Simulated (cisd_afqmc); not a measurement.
Input (AFQMC/CISD/def2-SVP; cisd_afqmc is a phaseless AFQMC code with CISD trial states that reads the integrals written by Ansatz):

Ansatz 0.2 input:
```python
import cisd_afqmc

open("ham.yaml", "w").write("""\
crystal:
  periodic: [false, false, false]
  atoms:
    - {symbol: Cs, position_ang: [-0.00000000, -0.00000000, -0.69879311]}
    - {symbol: Cl, position_ang: [0.00000000, 0.00000000, 2.26080125]}
basis:
  gaussian:
    orbitals: def2-SVP
magnetization: {spin_polarized: false}
correlation: {method: ccsd, electrons: outside_noble_gas, hamiltonian_folder: ham}
""")
rep = cisd_afqmc.ansatz("ham.yaml")
e_ccsd = rep["correlation"]["coupled_cluster"]["energy"]["hartree"]
out = cisd_afqmc.run("ham", e_ccsd, trial="CISD", walkers=200, populations=8, threads=8, dt=0.005, steps=40, early=36, settle=10, least=32,
    cut=5e-5, rank_cut=2e-4, target=0.0004, seconds=1500, seed=1, memory=17280, gpu=False)
```

Output:

```
orbitals 33, occupied [4], factors 161 of 387, rank of the doubles 39 of 116
E(HF) = -479.292822
E(CCSD) on the cut factors = -479.441365, shift to the whole factors 0.000002
Energy of the trial state on the determinant = -479.441387
  tau behind 10.8 of longer steps, mean of the populations' last blocks
   2.0  -479.44389
   4.0  -479.44363
   6.0  -479.44395
   8.0  -479.44374
blocks 426 (0 outliers left out), error by blocks joined: 1: 0.00005, 2: 0.00006, 4: 0.00007, 8: 0.00008, 16: 0.00007
E(AFQMC/CISD) = -479.44382 +/- 0.00008
```
